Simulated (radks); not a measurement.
Q: Method: non-relativistic Kohn-Sham, LDA (Slater exchange, Perdew-Wang correlation), spin-unpolarised, spherical densities, point nucleus; computed with a radial shooting solver on a logarithmic mesh with Libxc functionals. Response by self-consistent Sternheimer equations with the Hartree and adiabatic LDA kernel. Estimate the static dipole polarisabilities of Mg ([Ne] 3s2) and Ca8+ ([Ne] 3s2) and the C6 coefficients of the three pairs.

A: alpha = 71.39 and 1.127 bohr^3; C6 = 623.0 (Mg-Mg), 17.40 (Mg-Ca8+), 0.9927 (Ca8+-Ca8+) hartree bohr^6.
